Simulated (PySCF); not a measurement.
Radial density of As (arsenic, neutral)

LDA, [Ar] 3d10 4s2 4p3, high-spin 4S determinant. All numbers are calculated (PySCF 2.14, a scalar-relativistic core potential, in cc-pVTZ-PP with ECP10MDF (5s4p3d1f, 39 functions)). This is the valence pseudo-density: the core potential removes the inner electrons and smooths the orbitals near the nucleus.

```tsv
r (bohr)	4πr²ρ (e/bohr)	4πr²(ρα − ρβ)
0.000991	2.996e-05	0.0000
0.00167	8.419e-05	0.0000
0.00280	0.0002337	0.0000
0.00471	0.0006284	0.0000
0.00793	0.001569	0.0000
0.0133	0.003483	0.0000
0.0224	0.007030	0.0000
0.0377	0.01440	0.0000
0.0635	0.06443	-0.0001
0.107	0.5477	-0.0006
0.180	3.729	0.0019
0.302	16.22	0.0860
0.508	30.57	0.1682
0.855	13.65	0.0204
1.44	3.665	0.9949
2.42	1.925	1.2203
4.07	0.3453	0.2938
6.84	0.009126	0.0088
```

Energies and moments cover only the electrons outside the core potential.
